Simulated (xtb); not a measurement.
C$_{3}$H$_{4}$, charge +1, doublet, from a rough starting geometry (a state made from the parent by changing its charge; the spin is typed, not shown lowest); GFN2-xTB (xtb).

The xtb input:
```
$ xtb mol.xyz --gfn 2 --chrg 1 --uhf 1 --opt vtight --json

# file mol.xyz
7

C      1.29970990     0.00865752    -0.03063051
C     -0.00891908     0.00212268    -0.01987831
C     -1.30266820    -0.02553009    -0.00642176
H      1.78407497    -0.72865620    -0.65939405
H      1.77915288     0.65131756     0.62361329
H     -1.82789517     0.60488112    -0.68518275
H     -1.83861431    -0.64599979     0.65329891
```

Task: Predict the main parts of the log of this xtb run.

Result: 
```
   ID    Z sym.   atoms
    1    6 C      1-3
    2    1 H      4-7

           -------------------------------------------------
          |                Calculation Setup                |
           -------------------------------------------------

           -------------------------------------------------
          |                 G F N 2 - x T B                 |
           -------------------------------------------------

          ...................................................
          :                      SETUP                      :
          :.................................................:
          :  # basis functions                  16          :
          :  # atomic orbitals                  16          :
          :  # shells                           10          :
          :  # electrons                        15          :
          :  max. iterations                   250          :
          :  Hamiltonian                  GFN2-xTB          :
          :  restarted?                      false          :
          :  GBSA solvation                  false          :
          :  PC potential                    false          :
          :  electronic temp.          300.0000000     K    :
          :  accuracy                    1.0000000          :
          :  -> integral cutoff          0.2500000E+02      :
          :  -> integral neglect         0.1000000E-07      :
          :  -> SCF convergence          0.1000000E-05 Eh   :
          :  -> wf. convergence          0.1000000E-03 e    :
          :  Broyden damping             0.4000000          :
          :  net charge                          1          :
          :  unpaired electrons                  1          :
          ...................................................

 iter      E             dE          RMSdq      gap      omega  full diag
   1     -8.0121571 -0.801216E+01  0.732E+00    5.73       0.0  T
   2     -7.9917455  0.204116E-01  0.495E+00    5.08       1.0  T
   3     -7.9455699  0.461756E-01  0.445E+00    5.06       1.0  T
   4     -8.0250587 -0.794888E-01  0.148E+00    5.36       1.0  T
   5     -8.0333148 -0.825612E-02  0.185E+00    5.38       1.0  T
   6     -8.0338769 -0.562170E-03  0.173E+00    5.41       1.0  T
   7     -8.0409117 -0.703478E-02  0.315E-01    5.39       1.0  T
   8     -8.0409325 -0.208034E-04  0.354E-01    5.41       1.0  T
   9     -8.0414359 -0.503348E-03  0.211E-01    5.42       1.0  T
  10     -8.0415505 -0.114670E-03  0.280E-02    5.43       1.3  T
  11     -8.0415530 -0.246145E-05  0.491E-03    5.43       7.7  T
  12     -8.0415531 -0.447596E-07  0.374E-03    5.43      10.1  T
  13     -8.0415531 -0.340120E-07  0.570E-04    5.43      66.3  T
  14     -8.0415531  0.300837E-09  0.565E-04    5.43      66.9  T

   *** convergence criteria satisfied after 14 iterations ***

         :::::::::::::::::::::::::::::::::::::::::::::::::::::
         ::                     SUMMARY                     ::
         :::::::::::::::::::::::::::::::::::::::::::::::::::::
         :: total energy              -7.837267326417 Eh    ::
         :: gradient norm              0.069494955679 Eh/a0 ::
         :: HOMO-LUMO gap              5.428485283151 eV    ::
         ::.................................................::
         :: SCC energy                -8.041552936232 Eh    ::
         :: -> isotropic ES            0.118008543232 Eh    ::
         :: -> anisotropic ES         -0.024347668077 Eh    ::
         :: -> anisotropic XC          0.014306665735 Eh    ::
         :: -> dispersion             -0.001686366444 Eh    ::
         :: repulsion energy           0.204285609815 Eh    ::
         :: add. restraining           0.000000000000 Eh    ::
         :: total charge               1.000000000000 e     ::
         :::::::::::::::::::::::::::::::::::::::::::::::::::::

      -----------------------------------------------------------
[...]
 * total energy  :    -7.8542760 Eh     change       -0.3127277E-02 Eh
 * total energy  :    -7.8461648 Eh     change        0.8111193E-02 Eh
 * total energy  :    -7.8555373 Eh     change       -0.9372588E-02 Eh
 * total energy  :    -7.8563659 Eh     change       -0.8285317E-03 Eh
 * total energy  :    -7.8566829 Eh     change       -0.3170501E-03 Eh
 * total energy  :    -7.8569103 Eh     change       -0.2273578E-03 Eh
 * total energy  :    -7.8569172 Eh     change       -0.6939969E-05 Eh
 * total energy  :    -7.8569573 Eh     change       -0.4008268E-04 Eh
 * total energy  :    -7.8569626 Eh     change       -0.5244754E-05 Eh
 * total energy  :    -7.8569661 Eh     change       -0.3566206E-05 Eh
 * total energy  :    -7.8569664 Eh     change       -0.2497036E-06 Eh
 * total energy  :    -7.8569664 Eh     change       -0.7467871E-07 Eh
   *** GEOMETRY OPTIMIZATION CONVERGED AFTER 17 ITERATIONS ***
         :: total energy              -7.856966446874 Eh    ::
[...]
           -------------------------------------------------

    * Orbital Energies and Occupations

         #    Occupation            Energy/Eh            Energy/eV
      -------------------------------------------------------------
         1        2.0000           -0.8998175             -24.4853
         2        2.0000           -0.8692592             -23.6537
         3        2.0000           -0.7858250             -21.3834
         4        2.0000           -0.7659015             -20.8412
         5        2.0000           -0.7472728             -20.3343
         6        2.0000           -0.7418608             -20.1871
         7        2.0000           -0.6979819             -18.9931
         8        1.0000           -0.6382906             -17.3688 (HOMO)
         9                         -0.5164659             -14.0538 (LUMO)
        10                         -0.4292591             -11.6807
        11                         -0.1396790              -3.8009
        12                         -0.0610706              -1.6618
        13                          0.0192318               0.5233
        14                          0.0781283               2.1260
        15                          0.1328755               3.6157
        16                          0.7882046              21.4481
      -------------------------------------------------------------
                  HL-Gap            0.1218247 Eh            3.3150 eV
             Fermi-level           -0.6227573 Eh          -16.9461 eV

     #   Z          covCN         q      C6AA      α(0)
     1   6 C        2.831    -0.018    28.457     8.742
     2   6 C        1.962     0.135    27.766     8.510
     3   6 C        2.831    -0.018    28.457     8.742
     4   1 H        0.925     0.225     0.979     1.547
     5   1 H        0.925     0.225     0.979     1.547
     6   1 H        0.925     0.225     0.979     1.547
     7   1 H        0.925     0.225     0.979     1.547

 Mol. C6AA /au·bohr⁶  :        395.699046
 Mol. C8AA /au·bohr⁸  :       9892.244757
 Mol. α(0) /au        :         32.181769

Wiberg/Mayer (AO) data.
largest (>0.10) Wiberg bond orders for each atom

 ---------------------------------------------------------------------------
     #   Z sym  total        # sym  WBO       # sym  WBO       # sym  WBO
 ---------------------------------------------------------------------------
     1   6 C    3.818 --     2 C    1.868     5 H    0.858     4 H    0.858
                             3 C    0.167
     2   6 C    3.896 --     1 C    1.868     3 C    1.868
     3   6 C    3.818 --     2 C    1.868     7 H    0.858     6 H    0.858
                             1 C    0.167
     4   1 H    0.948 --     1 C    0.858
     5   1 H    0.948 --     1 C    0.858
     6   1 H    0.948 --     3 C    0.858
     7   1 H    0.948 --     3 C    0.858
 ---------------------------------------------------------------------------

Topologies differ in total number of bonds
Writing topology from bond orders to xtbtopo.mol

molecular dipole:
                 x           y           z       tot (Debye)
 q only:       -0.031      -0.036      -0.034
   full:       -0.031      -0.036      -0.034       0.149
molecular quadrupole (traceless):
                xx          xy          yy          xz          yz          zz
 q only:        9.948      -0.001      -3.780       0.001       0.511      -6.167
  q+dip:       12.211      -0.000      -4.029       0.001       0.888      -8.182
   full:       10.007      -0.001      -3.529       0.001       0.631      -6.478

optimized geometry written to: xtbopt.xyz

           -------------------------------------------------
          | TOTAL ENERGY               -7.856966446874 Eh   |
          | GRADIENT NORM               0.000147512833 Eh/α |
          | HOMO-LUMO GAP               3.315018260664 eV   |
           -------------------------------------------------

normal termination of xtb
```
